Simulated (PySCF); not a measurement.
C4H10Si2.

```xyz
16

C      2.3961     0.7131    -1.5746
C      1.8255     0.7364    -0.4986
Si     0.8830     0.6938     1.0823
Si    -0.7092    -1.0292     0.8739
C     -1.4642    -0.9540    -0.8639
C     -2.0872     0.4025    -1.2165
H      2.9086     0.7011    -2.5192
H      1.8299     0.4679     2.2127
H      0.2288     2.0211     1.2779
H     -0.0393    -2.3460     1.0992
H     -1.7632    -0.8567     1.9219
H     -0.6590    -1.2013    -1.5771
H     -2.2120    -1.7619    -0.9486
H     -2.5361     0.3921    -2.2229
H     -1.3322     1.2057    -1.2053
H     -2.8804     0.6850    -0.5048
```
Charge 0, spin multiplicity 1.

The structure is a stationary point at B3LYP-D3(BJ)/def2-SVP. The structure was generated by enumeration, and PubChem lists no compound with its InChIKey, so it may never have been made. The values are those of a single conformer.

The numbers are results of PySCF with PBE/pcSseg-1, not measurements. Non-relativistic, no solvent.

Computed absolute GIAO shielding of each atom: isotropic value and principal components (ppm):
| atom | σ(iso) | σ11 | σ22 | σ33 | span |
|---|---|---|---|---|---|
| C1 | 76.3 | -7.7 | -6.0 | 242.7 | 250.4 |
| C2 | 100.1 | 5.6 | 7.9 | 286.8 | 281.2 |
| Si3 | 435.9 | 413.8 | 433.3 | 460.6 | 46.8 |
| Si4 | 401.6 | 370.0 | 379.5 | 455.4 | 85.4 |
| C5 | 176.0 | 166.3 | 174.3 | 187.4 | 21.1 |
| C6 | 167.1 | 159.7 | 160.5 | 181.2 | 21.6 |
| H7 | 28.9 | 23.8 | 24.4 | 38.6 | 14.8 |
| H8 | 27.0 | 23.3 | 25.2 | 32.4 | 9.2 |
| H9 | 26.8 | 24.1 | 24.8 | 31.5 | 7.3 |
| H10 | 27.1 | 23.8 | 24.9 | 32.7 | 8.8 |
| H11 | 27.4 | 24.3 | 25.4 | 32.5 | 8.2 |
| H12 | 30.1 | 26.8 | 27.7 | 35.7 | 8.9 |
| H13 | 30.1 | 24.9 | 28.3 | 37.1 | 12.2 |
| H14 | 29.8 | 25.0 | 27.0 | 37.3 | 12.3 |
| H15 | 30.0 | 25.1 | 30.2 | 34.7 | 9.6 |
| H16 | 30.3 | 26.3 | 28.3 | 36.2 | 10.0 |
